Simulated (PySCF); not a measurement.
Geometries of 5 isomers of C3H8O2Si, from PBE0-D3(BJ)/def2-SVP geometry optimisation, gas phase in PySCF 2.14.0. One conformer each, no zero-point energy, no frequencies.

Question: Which is lowest in electronic energy at this level?
A.
```xyz
14
angstrom
Si     2.304    0.075    0.412
O      0.805    0.166   -0.319
C     -0.389    0.340    0.374
C     -1.154   -0.915    0.823
O     -2.326   -0.486    0.139
C     -1.620    0.573   -0.502
H      3.306    0.034   -0.685
H      2.522    1.273    1.283
H      2.420   -1.153    1.258
H     -0.283    1.091    1.180
H     -1.320   -1.056    1.904
H     -0.721   -1.840    0.397
H     -1.404    0.365   -1.566
H     -2.137    1.543   -0.414
```
B.
```xyz
14
angstrom
C     -2.314   -0.470   -0.230
C     -1.437    0.436   -0.681
C     -0.198    0.870    0.027
Si     1.237   -0.179   -0.589
O      0.800   -1.778   -0.521
O      1.525    0.347   -2.142
H     -2.217   -0.921    0.764
H     -3.177   -0.770   -0.830
H     -1.587    0.855   -1.684
H     -0.279    0.712    1.115
H      0.024    1.934   -0.152
H      2.463   -0.070    0.247
H     -0.130   -1.921   -0.744
H      2.191   -0.137   -2.639
```
C.
```xyz
14
angstrom
Si     0.638    1.131    0.443
H      0.600    1.150    1.931
H      2.040    1.110   -0.056
C     -0.324    2.550   -0.286
H      0.112    3.511    0.029
H     -1.373    2.526    0.046
H     -0.309    2.511   -1.386
O     -0.189   -0.269   -0.126
C      0.284   -1.469    0.231
C     -0.530   -2.600   -0.321
O      1.262   -1.589    0.925
H     -0.089   -3.558   -0.024
H     -0.577   -2.523   -1.417
H     -1.562   -2.526    0.052
```
D.
```xyz
14
angstrom
C     -2.341   -0.210   -0.364
C     -1.499    0.695    0.470
C     -0.166    0.767    0.418
O      0.579    0.013   -0.431
Si     2.243   -0.138   -0.406
O      2.774   -1.115    0.819
H     -2.940   -0.892    0.262
H     -3.057    0.363   -0.978
H     -1.720   -0.815   -1.038
H     -1.993    1.362    1.182
H      0.392    1.461    1.061
H      2.568   -0.692   -1.745
H      2.859    1.187   -0.138
H      2.520   -2.043    0.788
```
E.
```xyz
14
angstrom
O      1.066    0.851   -0.827
C      1.456   -0.013   -0.081
O      2.729   -0.413   -0.051
C      0.578   -0.773    0.872
C     -0.700   -0.028    1.231
Si    -1.753    0.615   -0.220
H      3.199    0.104   -0.724
H      0.344   -1.727    0.365
H      1.173   -1.049    1.757
H     -1.344   -0.693    1.829
H     -0.468    0.832    1.882
H     -1.469    2.028   -0.594
H     -1.626   -0.284   -1.408
H     -3.185    0.558    0.228
```

Answer: B. That is `C=CC[SiH](O)O`, 3.6 kcal/mol below the next.

```tsv
SMILES	atoms numbered as above	E (Eh)	relative (kcal/mol)	relative (kJ/mol)	dipole (D)
C=CC[SiH](O)O	[CH2:1]=[CH:2][CH2:3][SiH:4]([OH:5])[OH:6]	-558.43687	0.0	0.0	0.57
[H][Si]([H])(C)OC(C)=O	–	-558.43114	3.6	15.0	2.35
C/C=C\O[SiH2]O	[CH3:1]/[CH:2]=[CH:3]\[O:4][SiH2:5][OH:6]	-558.41526	13.6	56.7	0.88
O=C(O)CC[SiH3]	[O:1]=[C:2]([OH:3])[CH2:4][CH2:5][SiH3:6]	-558.38823	30.5	127.7	2.41
[SiH3]OC1COC1	[SiH3:1][O:2][CH:3]1[CH2:4][O:5][CH2:6]1	-558.33707	62.6	262.0	1.89
```

As drawn, the lowest has an O–H bond, an Si–C bond and a C=C bond outside aromatic rings, which the highest lacks; the highest has a four-membered ring, which the lowest lacks.
